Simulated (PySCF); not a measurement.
SMILES N#C/C=C\C#N (C4H2N2), PBE0/def2-SVP optimised geometry.

```
8

N      2.17     1.53     0.00
C      1.48     0.60     0.00
C      0.67    -0.57     0.00
C     -0.67    -0.57     0.00
C     -1.48     0.60     0.00
N     -2.17     1.53     0.00
H      1.21    -1.53     0.00
H     -1.21    -1.53     0.00
```

Density from PBE0/def2-TZVP in PySCF at that geometry.

Minimum of the electron density along straight lines between bonded atoms, close to the bond critical point (lines longer than 1.1 times the sum of covalent radii, or with two minima, are not listed):

| bond | length / Å | ρ at the minimum / e bohr⁻³ | ∇²ρ there / e bohr⁻⁵ | position (fraction from the first atom) |
|---|---|---|---|---|
| N1–C2 | 1.159 | 0.486 | -0.15 | 0.66 |
| C2–C3 | 1.424 | 0.289 | -0.84 | 0.53 |
| C3–C4 | 1.347 | 0.340 | -1.02 | 0.50 |
| C4–C5 | 1.424 | 0.289 | -0.84 | 0.47 |
| C5–N6 | 1.160 | 0.486 | -0.15 | 0.35 |
| C3–H7 | 1.094 | 0.281 | -1.00 | 0.66 |
| C4–H8 | 1.094 | 0.281 | -1.00 | 0.66 |
